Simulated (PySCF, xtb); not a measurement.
Li(Me) (CH3Li), SMILES [CH3][Li].

GFN2-xTB run with xtb 6.7.1 at its own geometry gives an orbital gap of 3.21 eV and a dipole moment of 4.40 D.

Geometry optimised at B3LYP-D3(BJ)/def2-TZVPD. The isomer is the one that the SMILES or the coordinates give; other isomers of the formula were not compared.

Problem. What does HF/def2-TZVPD (PySCF) give? (The exact figures need the calculation; the answer reports its results.)

Solution. gap 7.81 eV (levels -7.75 and 0.06 eV), dipole 5.94 D.
